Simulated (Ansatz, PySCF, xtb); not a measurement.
Reaction R1 → P1 + P2, each structure at its B3LYP-D3(BJ)/def2-TZVP stationary point, reached from a drawn start (curvature not checked).
R1: Cl3Ga (SMILES [Cl][Ga]([Cl])[Cl]), charge 0, multiplicity 1.
P1, ClGa (SMILES [Cl][Ga]) (charge 0, multiplicity 1):
```xyz
2

Ga     0.0000     0.0000    -1.1194
Cl     0.0000     0.0000     1.1194
```
P2: Cl2 (SMILES ClCl), charge 0, multiplicity 1.

```csv
level,reaction energy (eV),minus CCSD(T)/def2-QZVPP
GFN1-xTB,4.411,0.267
HF/def2-SVP,4.474,0.330
SVWN5/def2-TZVPP,3.950,-0.194
PBE-D4/def2-TZVPP,3.667,-0.477
BLYP-D4/def2-TZVPP,3.378,-0.766
revPBE-D4/def2-TZVPP,3.585,-0.560
r2SCAN-D4/def2-TZVPP,4.140,-0.004
PBE0-D3(BJ)/def2-TZVPP,3.974,-0.170
CAM-B3LYP/def2-TZVPP,3.803,-0.341
wB97M-V/def2-TZVPP,3.889,-0.255
MP2/def2-SVP,4.720,0.576
MP2/def2-QZVPP,4.403,0.259
CCSD(T)/def2-SVP,4.371,0.227
CCSD(T)/def2-QZVPP,4.144,0.000
```

 The comparison column counts from a level with limits of its own.

P less R. No zero-point or thermal terms; no spin–orbit coupling.

Frozen-core correlation throughout. In cc and def2 sets filled d and f shells under p-block atoms count as core.

Run with Ansatz (a program for electronic structure) with Gaussian orbitals; PySCF for the D3/D4 terms; xtb for the GFN methods. No computed number here is a measurement.
